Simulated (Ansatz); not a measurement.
Ansatz (a program for electronic structure) input for SnHI3, SMILES [I][SnH]([I])[I], PBE-D3(BJ)/def2-SVP. 

Ansatz 0.2 input:
```yaml
crystal:
  periodic: [false, false, false]
  atoms:
    - {symbol: Sn, position_ang: [-0.00000000, 0.00000000, 0.68764054]}
    - {symbol: I, position_ang: [-2.20663097, 1.27399899, -0.23135759]}
    - {symbol: I, position_ang: [0.00000000, -2.54799797, -0.23135759]}
    - {symbol: I, position_ang: [2.20663097, 1.27399898, -0.23135759]}
    - {symbol: H, position_ang: [-0.00000001, 0.00000000, 2.40382998]}
basis:
  gaussian:
    orbitals: def2-SVP
hamiltonian:
  xc: pbe
  dispersion: d3bj
relax: {f_tol: 0.002, max_steps: 200}
```

It prints:

```
WARN ansatz: RAYON_NUM_THREADS=1 ignored (pool sized by the plan → 1); use --threads N
Functional definition: PBE
integrals: 0.06 GiB planned
1297 factors; their error is unknown
mean field: 0.32 GiB planned
mean field evaluation 1: about -30151.9450 eV, gradient 1.4e1 eV
mean field evaluation 2: about -30151.5821 eV, gradient 1.8e1 eV
mean field evaluation 4: about -30152.5321 eV, gradient 9.9e-1 eV
mean field evaluation 8: about -30152.5309 eV, gradient 8.4e-3 eV
mean field -30152.53087059 eV, -1108.0850713746 hartree, gradient 2.6e-5 eV, S^2 0.000000; 0 other end points of the search recorded, 0 dependent functions left out
the calculation of the forces begins
reference -30152.53090576 eV, -1108.0850726673 hartree; 49, 49 occupied and 60, 60 virtual orbitals, 1297 factors
relax step   1: F+E_penalty+E_count = -30152.75814790 eV  Δ(F+E_penalty+E_count) = +0.000e0 eV  max|allowed force component| = 1.502e-1 eV/Å  Δτ_max = 0.0000 Å  (26 SCF iters, accepted)
these checks for a lower state are left out or cut short: starts, cluster_reference, orbital_swaps, neighbouring_geometries, increment
integrals: 0.06 GiB planned
1297 factors; their error is unknown
mean field: 0.32 GiB planned
mean field evaluation 16: about -30152.5370 eV, gradient 8.7e-1 eV
mean field -30152.53232245 eV, -1108.0851247296 hartree, gradient 2.0e-5 eV, S^2 0.000000; 0 other end points of the search recorded, 0 dependent functions left out
the calculation of the forces begins
reference -30152.53235768 eV, -1108.0851260241 hartree; 49, 49 occupied and 60, 60 virtual orbitals, 1297 factors
relax step   2: F+E_penalty+E_count = -30152.75892834 eV  Δ(F+E_penalty+E_count) = -7.804e-4 eV  max|allowed force component| = 6.602e-2 eV/Å  Δτ_max = 0.0090 Å  (26 SCF iters, accepted)
these checks for a lower state are left out or cut short: starts, cluster_reference, orbital_swaps, neighbouring_geometries, increment
integrals: 0.06 GiB planned
1297 factors; their error is unknown
mean field: 0.32 GiB planned
mean field -30152.53237020 eV, -1108.0851264842 hartree, gradient 1.9e-5 eV, S^2 0.000000; 0 other end points of the search recorded, 0 dependent functions left out
the calculation of the forces begins
reference -30152.53240541 eV, -1108.0851277782 hartree; 49, 49 occupied and 60, 60 virtual orbitals, 1297 factors
relax step   3: F+E_penalty+E_count = -30152.75911111 eV  Δ(F+E_penalty+E_count) = -1.828e-4 eV  max|allowed force component| = 1.528e-3 eV/Å  Δτ_max = 0.0043 Å  (27 SCF iters, accepted)
integrals: 0.06 GiB planned
1297 factors; their error is unknown
mean field: 0.32 GiB planned
mean field evaluation 32: about -30152.5377 eV, gradient 4.1e-2 eV
mean field -30152.53237020 eV, -1108.0851264842 hartree, gradient 1.9e-5 eV, S^2 0.000000; 1 other end points of the search recorded, 0 dependent functions left out
the calculation of the forces begins
reference -30152.53240541 eV, -1108.0851277782 hartree; 49, 49 occupied and 60, 60 virtual orbitals, 1297 factors
Total energy: -30152.75914632 eV, -1108.0934603532 hartree
Atom 0 at     0.000000    -0.000031     0.680680 Å, force    -0.000000    -0.000004    -0.001528 eV/Å
Atom 1 at    -2.210323     1.276218    -0.230594 Å, force     0.000311    -0.000180     0.000044 eV/Å
Atom 2 at    -0.000000    -2.552368    -0.230545 Å, force    -0.000000     0.000362     0.000043 eV/Å
Atom 3 at     2.210323     1.276218    -0.230594 Å, force    -0.000311    -0.000180     0.000044 eV/Å
Atom 4 at    -0.000000    -0.000036     2.408450 Å, force     0.000000     0.000003     0.001397 eV/Å
Dipole moment:    -0.000000    -0.000029     0.223850 e Å
```

The run converged.
